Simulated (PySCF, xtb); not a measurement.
H2O2S2, SMILES S(O)SO. Other conformers were not sampled.

Harmonic wavenumbers (cm⁻¹) from GFN2-xTB (xtb) at its own minimum, in rising order: 141, 226, 238, 295, 315, 530, 688, 708, 1038, 1053, 3528, 3531.

What does PBE-D3(BJ)/def2-SVP run with PySCF 2.14.0 give at its own minimum? (An estimate is asked for; the answer gives what the named calculation found.)

151, 241, 266, 384, 400, 512, 675, 697, 1086, 1115, 3644, 3647. Paired by order, the mean absolute difference is 51 cm⁻¹ and the zero-point energies are 17.6 and 18.3 kcal/mol.
